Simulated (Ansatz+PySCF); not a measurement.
Values are calculated unless marked as measured or tabulated.
A run of Ansatz (development build ahead of 0.2.0) on singlet BeO at this shape:

```yaml
atoms:
  - { symbol: Be, position_ang: [0.0000, 0.0000, -0.8923] }
  - { symbol: O, position_ang: [0.0000, 0.0000, 0.4462] }
```

Its results:

| Item | Value |
| --- | --- |
| Converged | yes |
| Total energy | -89.78633 hartree |
| Spin squared of the determinant | 0.000 |
| Stability test | minimum among restricted orbitals |
| Occupied orbitals by symmetry in an Abelian subgroup (alpha; beta) | 4 A1 1 B1 1 B2; 4 A1 1 B1 1 B2 |

Q: Which input gives this output? Name the method, the orbitals and the basis set, and write the input.

A: ωB97X (restricted) in def2-SVP. An unrestricted run that stays on the closed shell gives the same numbers.

```yaml
crystal:
  periodic: [false, false, false]
  atoms:
    - { symbol: Be, position_ang: [0.0, 0.0, -0.89231] }
    - { symbol: O, position_ang: [0.0, 0.0, 0.44616] }
basis:
  gaussian: { orbitals: def2-SVP }
hamiltonian:
  xc: { name: wB97X }
```
